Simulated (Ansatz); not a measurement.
`[BH2][GeH2][CH]=O` + HCl → `O=[CH][GeH2][Cl]` + BH₃ at 700 K and 1 bar (cleavage of the Ge–B bond).

Calculated with Ansatz (gas phase, PBE0-D4/def2-TZVP geometries, no zero-point term in ΔE). CCSD(T)/CBS adds triple-zeta CCSD(T) − MP2 to the extrapolated MP2 energy (def2 sets, frozen cores). This one scheme is used for every species. For Ge outer-core shells are correlated without core-valence functions, which leaves a few kJ/mol of doubt a bond. Scalar relativity is left out up to krypton. One conformer a species, not always the lowest.

| species | CCSD(T)/CBS energy (Eh) | H − E (kJ/mol) | S (J/(mol·K)) |
| --- | --- | --- | --- |
| `[BH2][GeH2][CH]=O` | -2217.06538 | 211.9 | 453.9 |
| HCl | -460.38127 | 38.4 | 211.8 |
| `O=[CH][GeH2][Cl]` | -2650.92278 | 152.3 | 425.7 |
| BH₃ | -26.55200 | 96.5 | 225.0 |

H − E and S are ideal-gas, rigid-rotor, harmonic terms from PBE0-D4/def2-TZVP, for one conformer and one mirror image of each species. 1 Eh = 2625.50 kJ/mol, R = 8.31446 J/(mol·K).

**Question.** By hand: ΔE, ΔH, ΔS and ΔG.

**Answer.** ΔE = (-2650.92278) + (-26.55200) − (-2217.06538) − (-460.38127) = -0.02813 Eh = -73.9 kJ/mol. Δ(H − E) = 152.3 + 96.5 − 211.9 − 38.4 = -1.5, so ΔH = -75.4 kJ/mol. ΔS = 425.7 + 225.0 − 453.9 − 211.8 = -15.0 J/(mol·K). ΔG = -75.4 − 700 × (-15.0)/1000 = -64.9 kJ/mol.

**Question.** By hand: the equilibrium constant, and the temperature at which ΔG would vanish if ΔH and ΔS stayed fixed.

**Answer.** log₁₀ K = −ΔG/(RT ln 10) = 4.8. ΔG = 0 at ΔH/ΔS = 5027 K, far beyond where these terms or the molecules hold.

ΔH outweighs TΔS. A doubt of 5 kJ/mol in ΔE shifts log₁₀ K by 0.4 here. Other conformers and mirror images would add mixing entropy, several J/(mol·K) or more a flexible species. Modes under 60 cm⁻¹, often nearly free rotors, make the harmonic entropy too high. These are equilibria of isolated gas molecules and say nothing of rates. Largest T1 diagnostic: 0.016 (customary marks: 0.02 for closed shells, 0.045 for open ones).
